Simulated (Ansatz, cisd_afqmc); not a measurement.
Species: C2H3Br, charge 0, singlet. C2H3Br (bromoethene, SMILES C(=C)Br).
B3LYP-D3(BJ)/def2-TZVP minimum from Ansatz (a program for electronic structure):
```xyz
6

C     -2.0882     0.4087     0.1306
C     -0.8465     0.8536     0.1001
Br     0.6690    -0.2840    -0.0523
H     -2.3317    -0.6429     0.0705
H     -2.9049     1.1146     0.2190
H     -0.5706     1.8959     0.1579
```
Charge 0, spin multiplicity 1.

Atomisation energy term by term, kcal/mol (programs: Ansatz, cisd_afqmc). Radicals and triplets start from unrestricted determinants; spin-orbit coupling is neglected. Cores are frozen in correlated methods (noble-gas shells, and filled d and f shells in the p block). No relativity. AFQMC/CISD: phaseless, guided by CISD from CCSD amplitudes; bars are statistical, one sigma. Outlying blocks are dropped, and bars are widened where a walk drifts. Over all cases where full CI ran beside it in this data, AFQMC minus full CI had a median of +0.1 mEh and passed +0.4 mEh in a tenth of the cases. CBS(X,Y): correlation extrapolated as X^-3, Hartree-Fock from the larger set (Q,5: extrapolated as (X+1)exp(-9√X)). A bracket is a step between two methods taken in the basis named. Where a partner has so few electrons that a lower coupled-cluster level is exact, that level stands in. Spin-orbit terms, left out, reach several kcal/mol for Br and I, and more for heavier atoms.

```tsv
term	basis	kcal/mol
Hartree-Fock	CBS(cc-pVQZ,cc-pV5Z)	387.46
CCSD correlation	CBS(cc-pVQZ,cc-pV5Z)	131.34
(T)	CBS(cc-pVQZ,cc-pV5Z)	10.50
CCSDT(Q) - CCSD(T)	cc-pVDZ	0.48
sum: De		529.8
```

The step beyond CCSD(T) by other levels: AFQMC/CISD in cc-pVDZ 0.06 ± 0.28; AFQMC/CISD in cc-pVTZ 0.04 ± 0.24 kcal/mol.
